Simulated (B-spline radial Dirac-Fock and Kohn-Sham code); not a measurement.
## Subshell cross sections of Mn, photon energy 2180 eV

System: atomic manganese in the configuration [Ar] 3d5 4s2.

These are calculated numbers from a radial B-spline solver; the model is a relativistic central-field model (Hartree-Slater potential of the initial state, Latter tail, multipole expansion of the photon field, Dirac-Fock thresholds). The asymmetry parameter β is from the dipole term alone. Kinetic energies are from the vacuum level. Open shells are spread statistically over j, without multiplet splitting.

The last column is dσ/dΩ = σ/(4π) · [1 + β P₂(cos θ)] at θ = 0° from the polarisation vector of linearly polarised light.

| subshell | electrons | binding (eV) | kinetic (eV) | σ (kb) | β | dσ/dΩ (kb/sr) |
| --- | --- | --- | --- | --- | --- | --- |
| 2s | 2 | 785.0 | 1395.0 | 29.1 | 2.00 | 6.94 |
| 2p1/2 | 2 | 664.0 | 1516.0 | 21.7 | 1.37 | 4.09 |
| 2p3/2 | 4 | 653.8 | 1526.2 | ? | ? | ? |
| 3s | 2 | 100.9 | 2079.1 | 4.26 | 2.00 | 1.02 |
| 3p1/2 | 2 | 64.11 | 2115.9 | 2.37 | 1.32 | 0.437 |
| 3p3/2 | 4 | 62.88 | 2117.1 | 4.55 | 1.33 | 0.843 |
| 3d3/2 | 2 | 11.09 | 2168.9 | 0.135 | 0.70 | 0.0183 |
| 3d5/2 | 3 | 10.97 | 2169.0 | 0.198 | 0.70 | 0.0267 |
| 4s | 2 | 6.64 | 2173.4 | 0.273 | 2.00 | 0.0651 |

Question: What are σ and β for 2p3/2?

Answer: σ = 41.7 kb, the largest of all subshells and 40 % of the total, and β = 1.38, which gives dσ/dΩ = 7.90 kb/sr.

Run: 6.6 s of CPU time on 1 thread of AMD EPYC 7R43 64-Core Processor (shared host), peak memory 0.46 GiB.
